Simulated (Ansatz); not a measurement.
A nudged elastic band was laid between two geometries of CH4BF + H2S (10 atoms, charge 0, multiplicity 1).

Level of theory: Ansatz, RHF/def2-SVP.

```
movable images  : 4
climbing image  : no
spring          : 5.0 eV/Å²
optimiser       : quadratic models (default)
start path      : through a guess of the saddle point
force threshold : 0.05 eV/Å
iteration limit : 60
end points      : relaxed
```

First end point:

```xyz
10
Properties=species:S:1:pos:R:3
B 0.115 -0.413 -0.098
F 0.124 -0.794 1.170
C 1.468 -0.217 -0.872
H 1.618 -1.086 -1.524
H 1.429 0.659 -1.522
H 2.331 -0.141 -0.209
H -0.963 -0.312 -0.616
S -0.183 2.788 1.281
H 1.043 2.765 1.809
H -0.708 2.008 2.228
```

Last end point:

```xyz
10
Properties=species:S:1:pos:R:3
B 0.127 0.809 -0.408
F -0.482 -0.677 2.400
C 1.477 0.120 -0.820
H 1.461 -0.908 -0.443
H 1.543 0.046 -1.909
H 2.378 0.608 -0.447
H -0.927 0.432 -0.833
S -0.028 2.207 0.738
H 1.256 2.399 1.054
H -0.531 0.222 2.313
```

Problem. Which bonds break or form, and what moves?

Solution. Bonds broken: B1–F2, S8–H10. Bonds formed: B1–S8, F2–H10. CH4BF + H2S becomes CH5BS + FH.

Problem. What energy profile does the band end with?

Solution. The run converged. The highest image is number 3 of 0 to 5, 23.8 kcal/mol above the first end and 5.8 kcal/mol above the last; the last end lies 18.0 kcal/mol above the first. No image climbed, so the highest image needn't sit at the top of the path. A band with more images between the same ends climbed to 2.00 eV, so this one has probably stepped over the top. The orbitals stay closed-shell, which can raise the energy where a bond breaks towards radicals; this wasn't checked here.

| image | path coordinate (Å) | energy (kcal/mol) | B1–F2 (Å) | S8–H10 (Å) | B1–S8 (Å) |
| --- | --- | --- | --- | --- | --- |
| 0 | 0.00 | 0.0 | 1.32 | 1.33 | 3.50 |
| 1 | 1.08 | 0.9 | 1.33 | 1.33 | 3.18 |
| 2 | 2.17 | 23.0 | 1.44 | 1.39 | 2.24 |
| 3 | 3.25 | 23.8 | 2.32 | 2.22 | 1.86 |
| 4 | 4.33 | 18.4 | 3.10 | 2.56 | 1.82 |
| 5 | 5.41 | 18.0 | 3.23 | 2.58 | 1.81 |

Problem. What is the geometry of the highest image?

Solution. 
```xyz
10
Properties=species:S:1:pos:R:3
B -0.017 0.539 -0.188
F 0.025 -0.423 1.918
C 1.395 0.060 -0.702
H 1.349 -0.872 -1.268
H 1.802 0.835 -1.357
H 2.104 -0.077 0.118
H -1.055 0.015 -0.462
S -0.252 2.172 0.666
H 1.025 2.540 0.832
H -0.101 0.469 2.090
```

Run time: 98 s on 1 thread of Arm Neoverse V2 (shared host), peak memory 0.16 GiB.
